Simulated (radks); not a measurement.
Values are calculated unless marked as measured or tabulated.
Rb I, 37 electrons, occupied as [Kr] 5s1. Code: a radial shooting solver on a logarithmic mesh with Libxc functionals. Model: Dirac Kohn-Sham, OLYP, spin-unpolarised, spherical densities, finite nucleus; Fermi nuclear charge, rms radius 4.2036 fm.

Spin-orbit splittings of the eigenvalues, e(l+1/2) - e(l-1/2), with zeta = 2 splitting/(2l+1) and mean radii in bohr:

| shell | occ. | splitting (eV) | zeta (eV) | <r> j=l-1/2 | <r> j=l+1/2 |
|---|---|---|---|---|---|
| 2p | 6 | ? | ? | 0.1522 | 0.1563 |
| 3p | 6 | 9.148 | 6.099 | 0.5110 | 0.5214 |
| 3d | 10 | 1.560 | 0.6240 | 0.5216 | 0.5253 |
| 4p | 6 | 0.8802 | 0.5868 | 1.692 | 1.729 |

Estimate the 2p splitting.

Answer. 60.77 eV (zeta = 40.51 eV).
